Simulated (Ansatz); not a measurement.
Cartesian coordinates (Å):
SMILES: B1CO1
```xyz
6

B      0.8697    -0.0178    -0.0241
C     -0.6335     0.1351    -0.1199
O      0.1650    -0.7470     0.8321
H      2.0067     0.1602    -0.2819
H     -1.1733     0.9167     0.4030
H     -1.2347    -0.4473    -0.8092
```
Charge 0, multiplicity 1.

Computed with Ansatz (a program for electronic structure) with frozen-core CCSD(T)/cc-pVTZ // B3LYP-D3(BJ)/def2-TZVP.

```yaml
HF energy: -139.18818 Ha
MP2 correlation energy: -0.50193 Ha
```

Task: Estimate the CCSD correlation energy, the (T) correction, the total energy and the T1 diagnostic.

Result: 
```yaml
CCSD correlation energy: -0.51865 Ha
"(T) correction": -0.02198 Ha
CCSD(T) total energy: -139.72881 Ha
T1 diagnostic: 0.016
```
